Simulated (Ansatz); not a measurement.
Ansatz (a program for electronic structure) input for PbCl2, SMILES [Cl][Pb][Cl] (connectivity only; charge and spin as stated), neutral, multiplicity 1, PBE-D3(BJ)/def2-TZVP. 

Ansatz 0.2 input:
```yaml
crystal:
  periodic: [false, false, false]
  atoms:
    - {symbol: Pb, position_ang: [0.00000000, 0.00000000, 0.46956285]}
    - {symbol: Cl, position_ang: [0.00000000, -1.89654174, -1.13247511]}
    - {symbol: Cl, position_ang: [0.00000000, 1.89654173, -1.13247511]}
basis:
  gaussian:
    orbitals: def2-TZVP
hamiltonian:
  xc: pbe
  dispersion: d3bj
relax: {f_tol: 0.002, max_steps: 200}
```

Output:

```
WARN ansatz: RAYON_NUM_THREADS=1 ignored (pool sized by the plan → 1); use --threads N
Functional definition: PBE
integrals: 0.05 GiB planned
894 factors; their error is unknown
mean field: 0.33 GiB planned
mean field evaluation 1: about -30286.0371 eV, gradient 2.8e1 eV
mean field evaluation 2: about -30265.1845 eV, gradient 8.7e1 eV
mean field evaluation 4: about -30288.3925 eV, gradient 3.9e0 eV
mean field evaluation 8: about -30288.4299 eV, gradient 7.5e-2 eV
mean field evaluation 16: about -30288.4299 eV, gradient 2.3e-5 eV
mean field -30288.42991109 eV, -1113.0792689973 hartree, gradient 2.3e-5 eV, S^2 0.000000; 0 other end points of the search recorded, 0 dependent functions left out
the calculation of the forces begins
reference -30288.42994987 eV, -1113.0792704224 hartree; 28, 28 occupied and 96, 96 virtual orbitals, 894 factors
relax step   1: F+E_penalty+E_count = -30288.51218222 eV  Δ(F+E_penalty+E_count) = +0.000e0 eV  max|allowed force component| = 4.493e-2 eV/Å  Δτ_max = 0.0000 Å  (27 SCF iters, accepted)
these checks for a lower state are left out or cut short: starts, cluster_reference, orbital_swaps, neighbouring_geometries, increment
integrals: 0.05 GiB planned
894 factors; their error is unknown
mean field: 0.33 GiB planned
mean field -30288.43005324 eV, -1113.0792742214 hartree, gradient 1.6e-5 eV, S^2 0.000000; 0 other end points of the search recorded, 0 dependent functions left out
the calculation of the forces begins
reference -30288.43009202 eV, -1113.0792756466 hartree; 28, 28 occupied and 96, 96 virtual orbitals, 894 factors
relax step   2: F+E_penalty+E_count = -30288.51224708 eV  Δ(F+E_penalty+E_count) = -6.486e-5 eV  max|allowed force component| = 2.940e-2 eV/Å  Δτ_max = 0.0068 Å  (29 SCF iters, accepted)
these checks for a lower state are left out or cut short: starts, cluster_reference, orbital_swaps, neighbouring_geometries, increment
integrals: 0.05 GiB planned
894 factors; their error is unknown
mean field: 0.33 GiB planned
mean field evaluation 32: about -30288.4301 eV, gradient 1.6e-5 eV
mean field -30288.43007384 eV, -1113.0792749784 hartree, gradient 1.6e-5 eV, S^2 0.000000; 0 other end points of the search recorded, 0 dependent functions left out
the calculation of the forces begins
reference -30288.43011262 eV, -1113.0792764036 hartree; 28, 28 occupied and 96, 96 virtual orbitals, 894 factors
relax step   3: F+E_penalty+E_count = -30288.51228974 eV  Δ(F+E_penalty+E_count) = -4.266e-5 eV  max|allowed force component| = 5.450e-5 eV/Å  Δτ_max = 0.0025 Å  (30 SCF iters, accepted)
integrals: 0.05 GiB planned
894 factors; their error is unknown
mean field: 0.33 GiB planned
mean field -30288.43007384 eV, -1113.0792749784 hartree, gradient 1.8e-5 eV, S^2 0.000000; 1 other end points of the search recorded, 0 dependent functions left out
the calculation of the forces begins
reference -30288.43011262 eV, -1113.0792764036 hartree; 28, 28 occupied and 96, 96 virtual orbitals, 894 factors
Total energy: -30288.51232852 eV, -1113.0822977821 hartree
Atom 0 at     0.000000     0.000000     0.465223 Å, force    -0.000000    -0.000000    -0.000053 eV/Å
Atom 1 at    -0.000000    -1.899018    -1.130305 Å, force     0.000000    -0.000055     0.000027 eV/Å
Atom 2 at    -0.000000     1.899018    -1.130305 Å, force     0.000000     0.000055     0.000027 eV/Å
Dipole moment:     0.000000     0.000000     0.901578 e Å
```

The run converged.

Cost: around 10 core-seconds (rough).
